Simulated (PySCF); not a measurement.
**Cu⁺ (copper, charge +1): M06-L calculation**

Configuration: [Ar] 3d10, closed-shell 1S. All numbers are calculated (PySCF 2.14, the spin-free X2C one-electron Hamiltonian (Gaussian nucleus), in cc-pVTZ-DK (7s6p4d2f1g, 68 functions)).

```
Total energy                        : -1654.403 hartree
One-electron energy                 : -2297.384 hartree
Hartree (Coulomb) energy            : 710.852 hartree
Exchange-correlation energy         : -67.871 hartree
⟨S²⟩                                : 0.0000
⟨L²⟩                                : 0.000
Sum of ⟨r⟩                          : 17.74 bohr
Sum of ⟨r²⟩                         : 19.24 bohr²
Langevin diamagnetic susceptibility : -15.2 ×10⁻⁶ cm³/mol
Time after the integrals            : 2.8 s of wall time on 1 thread of Neoverse-N1 (shared host)
```

```csv
shell,electrons,mean orbital energy (eV),"rms radius, mean of both spins (bohr)"
1s,2,-8874.3,0.0602
2s,2,-1081.7,0.255
2p,6,-931.73,0.228
3s,2,-127.71,0.764
3p,6,-82.999,0.815
3d,10,-13.157,1.17
```

Densities and radii are taken from the X2C orbitals without a picture-change correction, which distorts them close to the nucleus.
